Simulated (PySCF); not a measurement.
Compound: C7H16NP.
Atom-mapped SMILES: `[CH3:1][CH2:2][C@@H:3]1[C@H:4]([CH3:5])[CH2:6][P@@:7]1([CH3:8])=[NH:9]`

NICS is the negative of the GIAO shielding at a point without a nucleus: at the ring centre (0) and 1 Å above and below it (1); zz is the component along the ring normal. Level: GIAO PBE0/pcSseg-1 (PySCF, non-relativistic, gas phase) on the GFN2-xTB geometry, one conformer.

Ring bond lengths (Å), with Mayer bond orders in brackets: C3–C4 1.550 (0.96), C4–C6 1.543 (0.98), C6–P7 1.878 (0.85), P7–C3 1.886 (0.81).

Question: What do the NICS probes read (ppm)?

Answer: 
| ring | type | NICS(0) | NICS(1), two faces | NICS(1)zz, two faces | rms pucker (Å) | centre to ring atoms, mean (Å) |
| --- | --- | --- | --- | --- | --- | --- |
| C3–C4–C6–P7 | 4-membered ring with P; formal bonds all single | -3.6 | -1.5 / -2.7 | 1.3 / 1.3 | 0.09 | 1.21 |

Question: What do they say, and how far can they be read as aromaticity?

Answer: 
- C3–C4–C6–P7: mean NICS(1)zz 1.3 ppm, near zero. C3, C4, C6, P7 have four or more neighbours; no verdict on aromaticity is drawn.

Question: What field does 14.1 T along the ring normal induce along that normal at the second NICS(1) probe listed for ring C3–C4–C6–P7, 1 Å off the ring?

Answer: NICSzz × B0 = 1.3 ppm × 14.1 T = 18 μT, along the applied field.

Question: List the ring angles and the Hirshfeld charges of the ring atoms.

Answer: 
- C3–C4–C6–P7: C3 91.3° (-0.070 e), C4 97.7° (-0.026 e), C6 91.9° (-0.127 e), P7 76.5° (+0.395 e); sum 357.4° against 360° for a flat convex ring.

Question: How shielded are the nuclei of the rings and their hydrogens (means over atoms taken as equivalent)?

Answer: 
```json
{"atoms": "C3", "environment": "sp3 carbon bound to phosphorus", "σ isotropic (ppm)": "119.9", "principal values of the symmetric part, first atom (ppm)": "78.0, 131.9, 149.8"}
{"atoms": "C4", "environment": "four-membered-ring carbon", "σ isotropic (ppm)": "163.8", "principal values of the symmetric part, first atom (ppm)": "154.0, 165.2, 172.1"}
{"atoms": "C6", "environment": "sp3 carbon bound to phosphorus", "σ isotropic (ppm)": "137.8", "principal values of the symmetric part, first atom (ppm)": "98.3, 143.5, 171.6"}
{"atoms": "P7", "environment": "phosphorus bonded to 3 C and N", "σ isotropic (ppm)": "313.7", "principal values of the symmetric part, first atom (ppm)": "218.6, 259.2, 463.3"}
{"atoms": "H on C3", "environment": "methine hydrogen", "σ isotropic (ppm)": "29.00", "principal values of the symmetric part, first atom (ppm)": "26.5, 29.5, 31.0"}
{"atoms": "H on C4", "environment": "methine hydrogen", "σ isotropic (ppm)": "29.54", "principal values of the symmetric part, first atom (ppm)": "24.9, 27.4, 36.4"}
{"atoms": "H on C6", "environment": "methylene hydrogen", "σ isotropic (ppm)": "29.16", "principal values of the symmetric part, first atom (ppm)": "26.0, 27.3, 34.2"}
{"atoms": "H on C6", "environment": "methylene hydrogen", "σ isotropic (ppm)": "29.84", "principal values of the symmetric part, first atom (ppm)": "26.2, 28.2, 35.1"}
```

Conformer computed: `[CH3:1][CH2:2][C@@H:3]1[C@H:4]([CH3:5])[CH2:6][P@@:7]1([CH3:8])=[NH:9]`: C1–C2–C3–C4 171°.
